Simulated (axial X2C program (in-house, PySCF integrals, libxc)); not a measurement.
SnHf: properties at the nuclei

Calculated with an axial X2C code built on PySCF integrals: two-component X2C with atomic mean-field Coulomb and Gaunt terms, Gaussian nuclei, basis Hf dyall-cv3z, Sn dyall-cv3z with contracted cores.

R = 2.788 Å (near the PBE0 minimum at charge 0 of the determinant lowest at the starting distance; the state shown can have its own minimum elsewhere).

Input and command:
```json
{"zs": [72, 50], "q": 0, "bas": ["dyall-cv3z", "dyall-cv3z"], "r0": 2.92, "levels": ["PBE0", "HF", "BP86", "PBE", "LDA"], "nst": 2}
```
```bash
python soeom.py task.json out
```

Keys: zs atomic numbers; q charge; bas basis sets; r0 starting distance in Å; levels methods; nst determinants followed.

Determinant lowest in the PBE0 search, Ω = 2 (⟨Sz⟩ = 0.98, ⟨Lz⟩ = 1.02 at PBE0), spin on the atoms Hf 0.68, Sn 0.30:

| level | Eeff magnitude (GV/cm) | Ws magnitude Hf (kHz) | Ws magnitude Sn (kHz) | A∥/gI Hf (MHz) | qzz Hf (a.u.) | A∥/gI Sn (MHz) | qzz Sn (a.u.) | μ (D) |
| --- | --- | --- | --- | --- | --- | --- | --- | --- |
| PBE0 | 6.74 | 3.56 | 0.627 | 181 | -4.77 | 205 | -1.04 | -2.81 |
| HF | 82.1 | 39.6 | 1.13 | 272 | -5.47 | 304 | -1.42 | -1.73 |
| BP86 | 1.46 | 0.16 | 0.409 | 311 | -5.09 | 201 | -0.98 | -2.64 |
| PBE | 1.02 | 0.019 | 0.436 | 276 | -5.06 | 192 | -1.05 | -2.66 |
| LDA | 3.97 | 1.28 | 0.356 | 357 | -5.10 | 241 | -1.06 | -2.70 |

Eeff is the effective electric field on the electron electric dipole moment in this Ω state and Ws the scalar–pseudoscalar constant of the nucleus named (defined with the proton number Z and per Ω); A∥ (defined per Ω) follows by multiplying with gI = μI/(I μN); qzz is the electric field gradient, eQq0 = 234.96 MHz × Q/barn × qzz; μ is positive if the Sn end (last atom) is positive. The operators were transformed with the bare-nucleus X2C matrices; with these basis sets, hyperfine constants and field gradients can be off by tens of per cent, and where levels differ in sign neither size nor sign is settled.

**Question.** With gI(177Hf) = 0.2267, Q(177Hf) = 3.365 barn, gI(119Sn) = -2.0946 (g factors from the IAEA table of nuclear moments by Stone; Q from Pyykkö, Mol. Phys. 2018), turn the PBE0 values of the first state into constants in MHz.

**Answer.** A∥(177Hf) = 181 × 0.2267 = 41 MHz; eQq0(177Hf) = 234.96 × (3.365) × (-4.77) = -3770 MHz; A∥(119Sn) = 205 × -2.0946 = -429 MHz.

Each state is one determinant with collinear spin, which with several unpaired electrons need not be a pure state. Unrestricted Hartree–Fock can overshoot spin polarisation at the nuclei. In the state Ω = 2 the sign of Eeff differs between levels (BP86, PBE, LDA against PBE0). With several open shells hyperfine constants can be off by a factor of several. Where Eeff spreads by more than a factor of two the levels disagree and none is to be relied on. Open-shell Ω = 0 determinants with evenly filled partner blocks cannot be reached by this program, so the Ω shown need not be the lowest component. At HF a later determinant lies lower. States lie within half an eV, so the first need not be the ground state. The sign of Ws at Hf differs between levels in the first state. Further determinants of the search, some of them spin-mixed, are not shown.
